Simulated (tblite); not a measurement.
Give a GFN2-xTB geometry of InChI=1S/C3H12NPSi2/c1-4-2-6-7(5)3-4/h7H,2-3,5-6H2,1H3/t7-/m0/s1.

Z-matrix in Å and degrees, rows numbered from 1:
```
C 
N   1  1.4424
C   2  1.4518  1  112.32
Si  3  1.9380  2  112.38  1   -74.17
Si  4  2.3283  3   90.58  2   -27.23
P   5  2.2510  4  122.01  3   115.67
C   2  1.4490  1  111.94  3  -125.89
H   1  1.0893  2  109.29  3   -55.82
H   1  1.1034  2  113.10  3    65.06
H   1  1.0895  2  109.13  3  -174.42
H   3  1.0903  2  108.17  1    51.64
H   3  1.0938  2  107.14  1   166.49
H   4  1.4696  3  111.15  2    93.02
H   4  1.4635  3  109.25  2  -148.52
H   5  1.4736  4  119.13  3  -110.57
H   6  1.3814  5   94.18  4    85.06
H   6  1.3832  5   96.17  4    -7.63
H   7  1.0904  2  108.55  1   -49.73
H   7  1.0927  2  107.40  1  -165.31
```

Of the pairs four or more bonds apart, Si5···H9 is among the closest relative to their van der Waals radii: 2.96 Å, 90 % of the sum of Bondi's values. P6 (three-coordinate phosphorus) is pyramidal (angles 96.2°, 94.2° and 92.2°, sum 282.6°, 0.84 Å off the plane of its three neighbours). Si4 (SiH2 silicon) has angles from 90.6° to 119.1°. The 5-membered ring N2–C3–Si4–Si5–C7 has internal angles of 90.6° to 112.4°; it is puckered, 0.19 Å rms from its mean plane, widest ring torsion 52°.

Structure optimised with GFN2-xTB, isolated species.

Point group: C1 (no symmetry element, even within 0.4 Å). Its GFN2-xTB frequencies are all real (lowest 53 cm⁻¹). One conformer, not necessarily the lowest (Si4–Si5–P6–H 85° and -8°, C1–N2–C3–Si4 -74°, N2–C3–Si4–Si5 -27°, C3–Si4–Si5–P6 116°, Si4–Si5–C7–N2 25°). 3 starts were optimised and ended at 0.00, 0.06 and 2.19 kcal/mol (GFN2-xTB); the lowest of these is shown.

These are computed values.
